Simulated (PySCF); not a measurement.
methyl pivalate (C6H12O2), SMILES CC(C(OC)=O)(C)C.

Geometry: PBE0-D3(BJ)/def2-SVP.

Level of theory: PBE/def2-SVP (PySCF).

The molecule is in vacuum.

Problem. Estimate the frontier levels, gap, dipole moment and polarisability. (Estimate from the structure and the level; the computed values follow.)

Solution. 
The highest occupied level is -5.95 eV and the lowest empty level is -0.53 eV. The orbital gap is 5.41 eV. The dipole moment is 1.68 D and the quadrupole, principal values (traceless, Buckingham form, about the centre of nuclear charge) comes out as -8.51, 0.37, 8.14 D·Å. The mean static polarisability comes out as 72.4 bohr³ (10.73 Å³) and the polarisability, principal values comes out as 64.5, 70.8, 81.9 bohr³.
